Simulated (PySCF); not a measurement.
FH₅OSi₃, SMILES F[SiH]1[SiH2]O[SiH2]1. Coordinates come from a PBE0-D3(BJ)/def2-SVP optimisation. The structure was generated by enumeration, and PubChem lists no compound with its InChIKey, so it may never have been made.

Computed equilibrium geometry at PBE0-D3(BJ)/def2-SVP (PySCF confirms it by a frequency run) as bond lengths and angles, and its point group:
point group Cs.
Atoms: F1 Si2 Si3 O4 Si5 H6 H7 H8 H9 H10. Bonds (Å): F1–Si2 1.633, Si2–Si3 2.365, Si2–Si5 2.365, Si2–H6 1.494, Si3–O4 1.697, Si3–H7 1.493, Si3–H8 1.492, O4–Si5 1.697, Si5–H9 1.492, Si5–H10 1.493. Angles (°): F1–Si2–Si3 119.0, F1–Si2–Si5 119.0, F1–Si2–H6 107.3, Si3–Si2–Si5 72.6, Si3–Si2–H6 118.1, Si5–Si2–H6 118.1, Si2–Si3–O4 87.8, Si2–Si3–H7 118.6, Si2–Si3–H8 117.0, O4–Si3–H7 110.5, O4–Si3–H8 111.7, H7–Si3–H8 109.3, Si3–O4–Si5 111.2, Si2–Si5–O4 87.8, Si2–Si5–H9 117.0, Si2–Si5–H10 118.6, O4–Si5–H9 111.7, O4–Si5–H10 110.5, H9–Si5–H10 109.3.
Charge 0, spin multiplicity 1.
